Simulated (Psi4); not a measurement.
F$_{4}$OW (SMILES [O]=[W]([F])([F])([F])[F]), singlet, at a GFN2-xTB geometry (such geometries of metal compounds can be far from the true shape) (core potentials on W).

Input for Psi4:
```
memory 2 GB

molecule {
0 1
W     0.05702348   -0.03317132    0.05478042
O     1.16958224   -0.68036162    1.12357592
F    -1.15770916    0.67345490   -1.11216988
F    -0.02015328    1.69279386    0.77079199
F     1.02946266   -0.28931356   -1.52203213
F    -1.36008858   -1.19942736    0.41425908
}

set {
  basis def2-sv(p)
}

energy('pbe0')
print_variables()
```

Question: What does this run give for the nuclear repulsion energy, number of basis functions, total energy, dipole moment?

Answer: 
```yaml
nuclear_repulsion_energy: 325.5806 Eh
number_of_basis_functions: 95
total_energy: -540.990322 Ha
dipole_moment: 0.99 D
```

Question: Roughly what does it cost on one core?

Answer: around 13 core-seconds (rough).
